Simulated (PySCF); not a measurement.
How methods differ on the ionisation energy of Fe¹⁰⁺

Fe¹⁰⁺ [Ne] 3s2 3p4 (3P) → Fe¹¹⁺ [Ne] 3s2 3p3 (4S), as a difference of total energies. Calculation: PySCF 2.14, in an even-tempered Gaussian basis (19 s from 0.4 bohr⁻², ratio 2.5; 12 p from 0.52 bohr⁻², ratio 2.5; 5 d from 4.4 bohr⁻², ratio 2.7; 4 f from 6.5 bohr⁻², ratio 2.7); scalar relativity by spin-free X2C-1e. Correlated levels: outer shells: 1s2 frozen; virtual orbitals above 40 to 60 times the deepest correlated orbital energy dropped. The calculations carry no spin-orbit coupling.

Q: Order these methods by the ionisation energy they give, lowest first.
A. TPSSh
B. UHF
C. r2SCAN
D. B2PLYP

A: B (288.79 eV), D (290.34 eV), C (290.59 eV), A (290.78 eV).

A first-order spin-orbit estimate (lowest level to lowest level, LS coupling) adds 0.655 eV.

For comparison: 290.9 ± 0.4 eV (semi-empirical (NIST evaluation); NIST Atomic Spectra Database, ionization energies).
